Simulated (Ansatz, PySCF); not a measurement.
Reaction (SMILES): [C-]#[N+]C[CH2] -> [C-]#[N+][CH]C
Each molecule is optimised on its own at B3LYP-D3(BJ)/def2-TZVP (Ansatz, a quantum-chemistry and plane-wave program), one conformer each, not searched for the lowest.

Wanted: isomerisation energy (0 K, with B3LYP-D3(BJ) harmonic zero-point energies from PySCF), in eV. Cores are frozen in the correlated levels unless marked. UHF or UKS for open shells. Spin-orbit coupling is left out. No relativistic terms. CBS marks a two-point X^-3 extrapolation of the correlation energy; Hartree-Fock from the larger set. [CCSD(T)-MP2]/basis is that difference in the basis named.

```
level                          program  isomerisation energy (eV)
----------------------  --------------  -------------------------
HF/cc-pVDZ                      Ansatz                      -0.36
SVWN5/def2-TZVPD                Ansatz                      -0.68
revPBE-D4/def2-TZVPD    Ansatz + dftd4                      -0.57
PBE0-D3(BJ)/def2-TZVPD  Ansatz + dftd3                      -0.53
TPSSh/def2-TZVPD                 PySCF                      -0.53
r2SCANh/def2-TZVPD              Ansatz                      -0.54
wB97X-V/def2-TZVPD              Ansatz                      -0.47
```

What does RI-MP2/CBS(aug-cc-pVTZ,aug-cc-pVQZ)+[CCSD(T)-MP2]/aug-cc-pVTZ (Ansatz) give?

-0.41 eV
